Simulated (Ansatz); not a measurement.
Geometry optimisation, RKS PBE-D4/def2-SVP (Ansatz 0.2.0).

The input (input.yaml):

```yaml
crystal:
  periodic: [false, false, false]
  atoms:
    - { symbol: Sn, position_ang: [0.383619, -0.207427, -0.447157] }
    - { symbol: O, position_ang: [-0.593712, -0.2043, 2.5537] }
    - { symbol: H, position_ang: [-1.127402, -1.016717, 2.643766] }
    - { symbol: H, position_ang: [1.320298, -0.370922, -1.89648] }
    - { symbol: H, position_ang: [0.193945, 1.438368, 0.01352] }
    - { symbol: H, position_ang: [-1.060771, -1.146509, -0.527395] }
    - { symbol: F, position_ang: [1.51866, -1.051817, 0.852145] }
    - { symbol: H, position_ang: [0.329963, -0.565275, 2.532202] }
basis:
  gaussian: { orbitals: def2-SVP }
hamiltonian:
  xc: pbe
  dispersion: d4
relax:
  f_tol: 0.03
  max_steps: 50
```

Launched with:

```bash
$ ansatz run input.yaml --threads 1 --pin off --max-ram 2048MiB --backend cpu --events-out ev --progress --plain --runs-dir out
```

Q: Where does it end, and by what steps?

A: The run converged. After 6 steps the energy has fallen by 0.121 eV; H8 moved furthest, 0.24 Å.

```json
{"step": "0", "energy less start (eV)": "0.0000", "largest force component (eV/Å)": "1.144", "accepted": "yes"}
{"step": "1", "energy less start (eV)": "-0.0904", "largest force component (eV/Å)": "0.455", "accepted": "yes"}
{"step": "2", "energy less start (eV)": "-0.0618", "largest force component (eV/Å)": "1.863", "accepted": "no"}
{"step": "3", "energy less start (eV)": "-0.1138", "largest force component (eV/Å)": "0.228", "accepted": "yes"}
{"step": "4", "energy less start (eV)": "-0.1143", "largest force component (eV/Å)": "0.197", "accepted": "yes"}
{"step": "5", "energy less start (eV)": "-0.1204", "largest force component (eV/Å)": "0.051", "accepted": "yes"}
{"step": "6", "energy less start (eV)": "-0.1208", "largest force component (eV/Å)": "0.009", "accepted": "yes"}
```

```xyz
8
Properties=species:S:1:pos:R:3
Sn 0.311 -0.181 -0.320
O -0.515 -0.221 2.364
H -1.078 -1.009 2.481
H 1.285 -0.435 -1.734
H 0.158 1.491 0.039
H -1.127 -1.127 -0.429
F 1.538 -1.031 1.021
H 0.393 -0.612 2.303
```

Whether the end is a true minimum wasn't checked by a vibrational analysis.

The run took 6.8 s on 1 thread of AMD EPYC 9R45 96-Core Processor (Zen 5), on a shared host, peak memory 0.16 GiB.
